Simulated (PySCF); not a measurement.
C4H8O, charge +1, doublet, geometry from GFN2-xTB (a state made from the parent by changing its charge; the spin is typed, not shown lowest). Base run: PySCF with DF-CAMB3LYP/6-31G.

The PySCF input:
```python
from pyscf import gto, scf, dft

mol = gto.M(
    atom='''
C    -0.17354329    1.24415491   -0.15933187
C     1.06367530    0.54031798    0.42435446
C     0.81255235   -0.91608096    0.05424793
O    -0.53703760   -1.07661452   -0.15989436
C    -1.20717736    0.12496501   -0.17174122
H    -0.48637784    2.10354056    0.42796667
H     0.01051107    1.58739492   -1.18036552
H     1.99710065    0.92504830    0.02182691
H     1.10209841    0.64308487    1.51162721
H     1.14579578   -1.66731876    0.79117889
H     1.34548015   -1.21940674   -0.87276493
H    -1.87761105    0.15262882    0.71433145
H    -1.91373835    0.12780251   -1.01982151
''',
    basis='6-31g',
    charge=1,
    spin=1,
    verbose=3,
)

mf = dft.UKS(mol)
mf.xc = 'camb3lyp'
mf = mf.density_fit(auxbasis='def2-universal-jkfit')
mf.kernel()
```

The base run was repeated with changes; each row names its change, and settings that it needs were set with it.

```json
[
 {"change": "base", "basis functions": "61", "E (Eh)": "-231.91375", "HOMO (eV)": "-16.08", "core-seconds (rough)": "10"},
 {"change": "basis = STO-3G", "basis functions": "33", "E (Eh)": "-229.14063", "HOMO (eV)": "-15.65", "core-seconds (rough)": "9"},
 {"change": "basis = pcseg-0", "basis functions": "61", "E (Eh)": "-231.35812", "HOMO (eV)": "-16.29", "core-seconds (rough)": "10"},
 {"change": "basis = def2-SV(P)", "basis functions": "86", "E (Eh)": "___", "HOMO (eV)": "___", "core-seconds (rough)": "20"},
 {"change": "basis = 6-31G*", "basis functions": "86", "E (Eh)": "___", "HOMO (eV)": "___", "core-seconds (rough)": "20"},
 {"change": "basis = cc-pVDZ", "basis functions": "110", "E (Eh)": "-231.99600", "HOMO (eV)": "-16.02", "core-seconds (rough)": "20"},
 {"change": "basis = 6-31G**", "basis functions": "110", "E (Eh)": "-231.99618", "HOMO (eV)": "-16.00", "core-seconds (rough)": "20"},
 {"change": "basis = pc-1", "basis functions": "110", "E (Eh)": "-231.94303", "HOMO (eV)": "-16.15", "core-seconds (rough)": "20"},
 {"change": "basis = pcseg-1", "basis functions": "110", "E (Eh)": "___", "HOMO (eV)": "-16.15", "core-seconds (rough)": "20"},
 {"change": "basis = 6-311++G**", "basis functions": "166", "E (Eh)": "-232.05076", "HOMO (eV)": "-16.11", "core-seconds (rough)": "30"},
 {"change": "basis = def2-SVPD", "basis functions": "___", "E (Eh)": "___", "HOMO (eV)": "-16.11", "core-seconds (rough)": "30"},
 {"change": "basis = aug-cc-pVDZ", "basis functions": "187", "E (Eh)": "-232.01136", "HOMO (eV)": "-16.06", "core-seconds (rough)": "40"},
 {"change": "basis = aug-pcseg-1", "basis functions": "187", "E (Eh)": "-231.95405", "HOMO (eV)": "-16.09", "core-seconds (rough)": "40"}
]
```

**Question.** What belongs in the gaps?

**Answer.** 
- basis = def2-SV(P), E (Eh): -231.79649
- basis = def2-SV(P), HOMO (eV): -16.16
- basis = 6-31G*, E (Eh): -231.98531
- basis = 6-31G*, HOMO (eV): -16.04
- basis = pcseg-1, E (Eh): -231.93999
- basis = def2-SVPD, basis functions: 167
- basis = def2-SVPD, E (Eh): -231.82934

Totals compare only among sets that treat the same electrons; sets with core potentials leave the core out.

Open shells are given as the SCF converged; they aren't shown to be the lowest states, and a large step between rows can be another state.
